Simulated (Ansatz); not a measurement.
Abridged output of a molecular run in Ansatz:

```
Functional definition: HF
1240 factors; integrals over basis functions are off by at most 1.5e-3 eV
mean field evaluation 1: about -13034.2734 eV, gradient 4.4e1 eV
mean field evaluation 2: about -13034.4376 eV, gradient 4.4e1 eV
mean field evaluation 4: about -13038.8027 eV, gradient 3.9e0 eV
mean field evaluation 8: about -13038.8681 eV, gradient 3.2e-1 eV
mean field -13038.86854321 eV, -479.1695809004 hartree, gradient 4.0e-6 eV, S^2 0.000000; 0 other end points of the search recorded, 0 dependent functions left out
9 core orbitals not correlated: weight in the atoms' cores, before any rotation towards them, 1.000 or more for the frozen orbitals, at most 0.000 for the correlated occupied ones
reference -13038.86854321 eV, -479.1695809004 hartree; 21, 21 occupied and 86, 86 virtual orbitals, 1240 factors
second order -23.02854826 eV of doubles, -0.00000000 eV of singles
cycle   1  -23.03804890 eV  change   -9.5e-3 eV  update   1.3e-1
cycle   2  -23.66738412 eV  change   -6.3e-1 eV  update   4.4e-2
cycle   3  -23.86046809 eV  change   -1.9e-1 eV  update   2.5e-2
cycle   4  -23.86667481 eV  change   -6.2e-3 eV  update   7.0e-3
cycle   5  -23.86354386 eV  change    3.1e-3 eV  update   3.2e-3
cycle   6  -23.86403728 eV  change   -4.9e-4 eV  update   1.1e-3
cycle   7  -23.86397797 eV  change    5.9e-5 eV  update   4.4e-4
cycle   8  -23.86387262 eV  change    1.1e-4 eV  update   1.9e-4
cycle   9  -23.86387224 eV  change    3.7e-7 eV  update   6.8e-5
cycle  10  -23.86388872 eV  change   -1.6e-5 eV  update   2.6e-5
perturbative correction -0.74611062 eV, -0.0274190594 hartree
Total energy: -13063.47854255 eV, -480.0739816949 hartree
```

Its atoms:

```xyz
10

C    -0.093    1.396    3.179
C    -0.297    0.712    2.210
O    -0.543   -0.037    1.202
In    0.338    0.077   -0.613
C    -0.214   -1.252   -2.162
F     1.635    1.514   -0.584
H     0.088    2.001    4.033
H    -0.727   -0.690   -2.940
H     0.685   -1.708   -2.574
H    -0.874   -2.014   -1.751
```

Task: Which basis set was used?
A. def2-QZVPP
B. def2-SVP
C. def2-TZVPP
D. def2-SVPD

Result: B. It gives 116 functions.

Task: Write the keys of the input that set method, charge and spin (a neutral closed shell needs none for the last two).

Result: 
```yaml
correlation: {method: ccsd_t}
```
